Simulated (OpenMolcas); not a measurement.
## neutral vanadium: from CASSCF to CASPT2

- Program: OpenMolcas 26.06
- Basis: ANO-RCC-VTZP [6s5p3d2f1g]
- Scalar Hamiltonian: DKH2, point nucleus
- Active space: 5 electrons in 6 orbitals (3d 4s)
- State averaging: 2S+1 = 6 even, 5 roots; 2S+1 = 4 even, 50 roots; 2S+1 = 2 even, 86 roots
- Spin-orbit coupling: RASSI with atomic mean-field integrals over the reference wave functions, term energies averaged over their components

Methods on the same reference wave functions:
A. CASSCF
B. SS-CASPT2, IPEA 0.25 Eh, imaginary shift 0.1 Eh (closed shells correlated: 3s 3p)

Energies in cm⁻¹ above 3d³ 4s² ⁴F_3/2, the measured ground level; measured values from NIST Handbook of Basic Atomic Spectroscopic Data.

```tsv
Level	A	B	Measured
3d⁴ 4s ⁶D_1/2	-8339	1998	2112
3d⁴ 4s ⁶D_3/2	-8295	2040	2153
3d⁴ 4s ⁶D_5/2	-8223	2120	2220
3d⁴ 4s ⁶D_7/2	-8123	2220	2311
3d⁴ 4s ⁶D_9/2	-7996	2350	2425
3d³ 4s² ⁴F_3/2	0.0	0.0	0.0
3d³ 4s² ⁴F_5/2	121	121	137
3d³ 4s² ⁴F_7/2	287	287	323
3d³ 4s² ⁴F_9/2	496	495	553
3d⁴ 4s ⁴D_1/2(1)	2127	8140	
3d⁴ 4s ⁴D_3/2(1)	2194	8210	
3d⁴ 4s ⁴D_5/2(1)	2304	8320	
3d⁴ 4s ⁴D_7/2(1)	2455	8490	
3d⁴ 4s ⁴P_1/2	8594	8310	
3d⁴ 4s ⁴P_3/2	8754	8480	
3d⁴ 4s ⁴P_5/2	9028	8740	
3d⁴ 4s ⁴H_7/2	9127	16990	
3d⁴ 4s ⁴H_9/2	9172	17030	
3d⁴ 4s ⁴H_11/2	9227	17090	
3d⁴ 4s ⁴H_13/2	9293	17160	
3d³ 4s² ²G_7/2	10204	10280	
3d³ 4s² ²G_9/2	10385	10460	
3d⁴ 4s ⁴F_3/2	11627	16960	
3d⁴ 4s ⁴F_5/2	11645	16980
```

A puts 3d⁴ 4s ⁶D_1/2 lowest.

Deviations, from unrounded energies. A percentage is the sum of absolute deviations over the sum of measured energies, with the sign that they share, or ± where signs differ.

```tsv
Against measurement	Levels	A	B
mean absolute deviation (cm-1)	8	6500	75
fine structure of the ground term (%)	3	-10.9	-10.9
other configurations (%)	5	-465.1	-4.3
```

B lies closest to measurement on these levels. The largest miss of B in the table is 3d⁴ 4s ⁶D_1/2, by -110 cm-1. The ranking rests on the paired levels alone, and a cruder setting can come out closer through cancelling errors.

The lowest spin-free term lies below A's lowest term by 0.425 hartree in B.

CASPT2 does not keep the components of a term degenerate, so their means are used; among the terms shown or strongly mixed into the levels shown the widest spread is 820 cm-1 (3d⁴ 4s ⁴F, B). Over all roots computed the reference weight is 0.82 to 0.90 in B; the roots of lowest weight are the least certain, and an intruder state may touch them. Configurations are named by rounded mean occupations; where the s occupation lies near a half they are strongly mixed, a name can repeat and a true partner stay unpaired. A single d shell beside an s shell can misplace configurations of different d count against each other. Without dynamic correlation excited terms often stand tens of per cent too high (terms of higher spin than the ground term too low), and those without a measured partner can miss by more than the paired ones (holds for A). The lowest computed level is not the ground level that NIST lists (4F3/2) (holds for A). The CASPT2 spread within a term exceeds the gap to the next term for 3d⁴ 4s ⁴F and 3d⁴ 4s ⁴H, so the order of their levels is uncertain, and so are names and mixing where such terms share a J (holds for B). Computed and measured levels are paired by configuration, term and J; levels that our copy of the source lacks, or whose pairing is in doubt (as where it misses far off the trend of its configuration), stay unpaired and out of the deviations. Only configurations of the active space appear. The table leaves out levels that lie high or whose names do not pair safely across all columns.

A number in round brackets counts repeated terms of one configuration in the order of the reference energies.
